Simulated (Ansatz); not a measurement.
Ansatz (a quantum-chemistry and plane-wave program) input file for Cd(Br)(Et) (C₂H₅BrCd), SMILES [Cd]([Br])[CH2]C, PBE/def2-SVPD. Geometry: B3LYP-D3(BJ)/def2-SVP. The structure was generated by enumeration; whether it is a known compound was not checked. The def2 effective core potentials stand for the cores of Cd; spin–orbit coupling is left out. Other conformers were not sampled.

Ansatz 0.2 input:
```yaml
crystal:
  periodic: [false, false, false]
  atoms:
    - {symbol: Cd, position_ang: [0.18395484, 0.40558557, 0.00000000]}
    - {symbol: Br, position_ang: [-0.15793577, -2.02676158, -0.00000000]}
    - {symbol: C, position_ang: [0.47622529, 2.52612747, -0.00000001]}
    - {symbol: C, position_ang: [-0.81387887, 3.34838891, 0.00000000]}
    - {symbol: H, position_ang: [1.09377891, 2.74762274, -0.88472609]}
    - {symbol: H, position_ang: [1.09377892, 2.74762276, 0.88472608]}
    - {symbol: H, position_ang: [-1.43587721, 3.14765141, 0.88699793]}
    - {symbol: H, position_ang: [-1.43587721, 3.14765141, -0.88699793]}
    - {symbol: H, position_ang: [-0.59196237, 4.43090123, -0.00000001]}
basis:
  gaussian:
    orbitals: def2-SVPD
hamiltonian:
  xc: {name: PBE}
```

Output:

```
WARN ansatz: RAYON_NUM_THREADS=1 ignored (pool sized by the plan → 1); use --threads N
Functional definition: PBE
integrals: 0.10 GiB planned
1409 factors; their error is unknown
mean field: 0.58 GiB planned
mean field evaluation 1: about -76731.1988 eV, gradient 7.0e1 eV
mean field evaluation 2: about -76660.2800 eV, gradient 1.6e2 eV
mean field evaluation 4: about -76742.9035 eV, gradient 2.1e1 eV
mean field evaluation 8: about -76744.0622 eV, gradient 1.2e-1 eV
mean field evaluation 16: about -76744.0092 eV, gradient 7.3e-5 eV
mean field -76744.00922854 eV, -2820.2903201912 hartree, gradient 8.1e-5 eV, S^2 0.000000; 0 other end points of the search recorded, 0 dependent functions left out
reference -76744.00927997 eV, -2820.2903220813 hartree; 36, 36 occupied and 119, 119 virtual orbitals, 1409 factors
Total energy: -76744.00927997 eV, -2820.2903220813 hartree
```

The run converged.

Cost: about 2.8 core-seconds (a rough figure).
